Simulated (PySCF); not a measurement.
A structure optimised at PBE-D3(BJ)/def2-SVP, used in a PySCF frequency run:

```
C
O 1 1.2202
O 1 1.3496 2 124.85
C 3 1.4332 1 114.93 2 0.00
H 4 1.1040 3 106.02 1 180.00
H 4 1.1087 5 110.53 3 -120.12
H 4 1.1087 5 110.53 6 -119.76
C 1 1.4873 2 123.97 3 180.00
F 8 1.3383 1 118.50 2 180.00
C 8 1.3528 9 121.69 1 180.00
F 10 1.3295 8 122.24 9 0.00
H 10 1.1000 11 116.07 8 180.00
```
Charge 0, spin multiplicity 1.

Task: Write its SMILES, formula and point group.

Result: COC(=O)/C(F)=C/F, C4H4F2O2, Cs

Task: What are its rotational constants (standard atomic weights)?

Result: 4.8893, 1.1684, 0.94877 GHz
